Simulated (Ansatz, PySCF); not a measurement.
Molecule: SiPH4 (charge 0, doublet). SMILES: [PH][SiH3]
Geometry: optimised at B3LYP-D3(BJ)/def2-TZVP (Ansatz, an electronic-structure program).

B3LYP/STO-3G beside other levels, property by property. Terms: non-relativistic; atomisation electronic, to ground-state atoms; frozen cores in correlated levels; six Cartesian d functions in 6-31G* and its kin unless marked 5d; no spin-orbit coupling; each state is the SCF solution reached for its charge and spin; UHF or UKS for open shells; no dispersion term unless named. CBS(X,Y): correlation extrapolated as X^-3; Hartree-Fock from the larger set. [CCSD(T)-MP2]/basis is that difference in the basis named. First-principles rows: single points at B3LYP-D3(BJ) geometries (Ansatz), with unscaled harmonic terms from B3LYP/6-31G* at its own minima, enthalpies of formation by atomisation with measured atoms. Sets without +, aug- or the D of def2-TZVPD hold no diffuse functions, which anions need.

Coupled cluster (Ansatz) is a level with limits of its own, used here on species with T1 under 0.025 (0.045 for open shells) and stable references: RI-MP2/CBS(aug-cc-pV(T+d)Z,aug-cc-pV(Q+d)Z)+[CCSD(T)-MP2]/aug-cc-pV(T+d)Z.

```tsv
property	B3LYP/STO-3G (Ansatz)	MP2/6-31G* (Ansatz)	M06-2X/def2-TZVPD (PySCF)	wB97X-V/def2-TZVPD (Ansatz)	to compare with
vertical electron affinity to the singlet (eV)	-4.24	0.81	1.60	1.58	1.77 coupled cluster
enthalpy of formation at 298 K (kcal/mol)	-105.2	99.5	35.9	27.9	35.0 coupled cluster
atomisation energy (kcal/mol)	511.4	306.7	370.3	378.3	371.2 coupled cluster
```

As the rows show:
- vertical electron affinity to the singlet: B3LYP/STO-3G lies 6.01 eV below coupled cluster.
- enthalpy of formation at 298 K: B3LYP/STO-3G lies 140.2 kcal/mol below coupled cluster.
- atomisation energy: B3LYP/STO-3G lies 140.2 kcal/mol above coupled cluster.

The properties are those with a value to compare with, at most eight drawn at random. No case is left out for the size of its miss. Left out are saddle points of the reference geometry, anions that the best level run finds unbound, excited spin states, species near biochemistry, cases with under five habitual levels, runs that failed or whose electronic state is in doubt, and table entries that another table contradicts.
